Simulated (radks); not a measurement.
Values are calculated unless marked as measured or tabulated.
Ionisation of Pm2+, [Xe] 4f5, to Pm3+, [Xe] 4f4, under several functionals. Dirac Kohn-Sham, spin-unpolarised, spherical densities, finite nucleus; open shells are shared between the two j in proportion to 2j + 1; a radial shooting solver on a logarithmic mesh with Libxc functionals. The NIST Atomic Spectra Database gives 22.4 eV (semi-empirical). Rank these functionals by the error of their Delta-SCF ionisation energy: AM05; PW91; XLYP; PBE; HCTH/407.

Answer. From best to worst: XLYP 23.006 eV (+0.566); PBE 23.135 eV (+0.695); AM05 23.201 eV (+0.761); PW91 23.229 eV (+0.789); HCTH/407 23.982 eV (+1.542). Spin polarisation and multiplet splitting are left out, so open shells lie too high by an amount that depends on their filling. Sharing an open shell by 2j + 1 raises it above the true ground level by a part of the spin-orbit splitting, which enters the differences from NIST.

Beside tabulated values, note that spin-unpolarised runs miss the spin-polarisation part of the exchange energy of open shells.
